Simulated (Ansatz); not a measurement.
Start from `N[SiH2]C[SiH](N)F` and change one atom or group to get `N[SiH](F)CF`.

Ansatz, PBE0-D4/def2-TZVP geometries, multiplicity 1. Each molecule was computed in one conformer, which needn't be the lowest.

```csv
property,`N[SiH2]C[SiH](N)F`
LUMO energy (B3LYP/def2-TZVPP) / eV,0.10
HOMO–LUMO gap (PBE/def2-TZVPP) / eV,5.76
size of the dipole moment (B3LYP/def2-TZVPP) / D,2.87
size of the dipole moment (PBE/def2-TZVPP) / D,2.87
LUMO energy (PBE0/def2-TZVPP) / eV,0.39
size of the dipole moment (ωB97M-V/def2-TZVPP) / D,2.88
```

Question: Give the same properties after the change, and the shifts. (Estimate.)

Answer: Ansatz gave: 
```csv
property,`N[SiH](F)CF`,shift
LUMO energy (B3LYP/def2-TZVPP) / eV,0.05,-0.05
HOMO–LUMO gap (PBE/def2-TZVPP) / eV,6.07,0.31
size of the dipole moment (B3LYP/def2-TZVPP) / D,1.67,-1.20
size of the dipole moment (PBE/def2-TZVPP) / D,1.58,-1.29
LUMO energy (PBE0/def2-TZVPP) / eV,0.35,-0.04
size of the dipole moment (ωB97M-V/def2-TZVPP) / D,1.65,-1.23
```

Dipoles are sizes alone; their direction can turn.

B3LYP here is the variant with VWN-RPA as its local correlation; programs differ in this.
